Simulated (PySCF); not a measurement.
Calculation: PySCF 2.14.0 with B3LYP-D3(BJ)/def2-TZVP // TPSS-D3(BJ)/def2-SVP. All species are isolated molecules in the gas phase. B3LYP has the VWN-RPA correlation part, as in Gaussian. 

Reference species: [Zn(F)2] (neutral, multiplicity 1).

The HOMO–LUMO gap is 7.88 eV and the charge on the central atom (meta-Löwdin) comes out as 1.43 e. The HOMO is -10.29 eV.

Changed species: [Zn(Br)2] (2 of 2 F replaced by Br; the reference has 0 of 2 F replaced by Br).

Question: Predict the effect on the HOMO–LUMO gap, charge on the central atom (meta-Löwdin) and HOMO.

Answer: the HOMO–LUMO gap drops by 1.75 eV, to 6.13 eV; the charge on the central atom (meta-Löwdin) decreases by 0.26 e, to 1.17 e; the HOMO goes up by 1.99 eV, to -8.30 eV.
